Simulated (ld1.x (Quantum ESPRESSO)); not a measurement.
## Br (Z = 35): variants of one ultrasoft potential

Base potential:

* Element: Br
* Generator: ld1.x (Quantum ESPRESSO) 7.5
* Type: ultrasoft
* Functional: PBE
* Relativity: scalar-relativistic
* Frozen core: [Ar]
* Valence charge: 17
* Reference configuration: 3d10 4s2 4p5
* Partial waves: 4s (bound): rcut 1.35, rcutus 1.60 bohr; 4s channel at -1.15 Ry: rcut 1.35, rcutus 1.60 bohr; 4p (bound): rcut 1.70, rcutus 1.90 bohr; 4p channel at 2.2 Ry: rcut 1.70, rcutus 1.90 bohr; 3d (bound): rcut 0.55, rcutus 0.60 bohr; 3d channel at -3 Ry: rcut 0.55, rcutus 0.60 bohr
* Local potential: all-electron potential smoothed inside 1.15 bohr (lloc = -2)
* Core correction: Bessel-smoothed model core inside 0.45 bohr
* Augmentation charge: built from norm-conserving waves at rcut, not smoothed further

Cutoffs, loose and tight: the cutoffs (Ry, on a coarse ladder) from which the occupation-weighted sum of valence levels, in a spherical-Bessel basis at the reference potential, stays within 10 and 1 mRy of its value at 400 Ry. They do not see the model core or the augmentation charge, which bear on the density cutoff. Test errors are all-electron minus pseudo excitation energies from the reference, over the configurations 3d10 4s2 4p4; 3d10 4s2 4p3; 3d10 4s2 4p2; 3d9 4s2 4p5; 3d10 4s1 4p6; 3d10 4s2 4p4.5; 3d10 4s1 4p5. A dash means not determined; rows that change the core or the reference have their own tests.

| change | outcome | cutoff, loose | cutoff, tight | bound ghosts | largest test error (meV) |
| --- | --- | --- | --- | --- | --- |
| base | generated | over 300 Ry | over 300 Ry | none | -757 |
| core correction Bessel-smoothed model core inside 0.24 bohr | generated | over 300 Ry | over 300 Ry | none | -757 |
| core correction Bessel-smoothed model core inside 0.30 bohr | generated | over 300 Ry | over 300 Ry | none | -757 |
| core correction Bessel-smoothed model core inside 0.38 bohr | generated | over 300 Ry | over 300 Ry | none | -758 |
| core correction Bessel-smoothed model core inside 0.46 bohr | generated | over 300 Ry | over 300 Ry | none | -757 |
| core correction Bessel-smoothed model core inside 0.52 bohr | generated | over 300 Ry | over 300 Ry | none | -758 |
| core correction Bessel-smoothed model core inside 0.56 bohr | generated | over 300 Ry | over 300 Ry | none | -760 |
| core correction Bessel-smoothed model core inside 0.66 bohr | generated | over 300 Ry | over 300 Ry | none | -762 |
| core correction Bessel-smoothed model core inside 0.74 bohr | generated | over 300 Ry | over 300 Ry | none | -761 |

(1) What comes out with this change to the base: core correction none?

Answers

(1) outcome: generated; cutoff, loose: over 300 Ry; cutoff, tight: over 300 Ry; bound ghosts: none; largest test error (meV): -649.
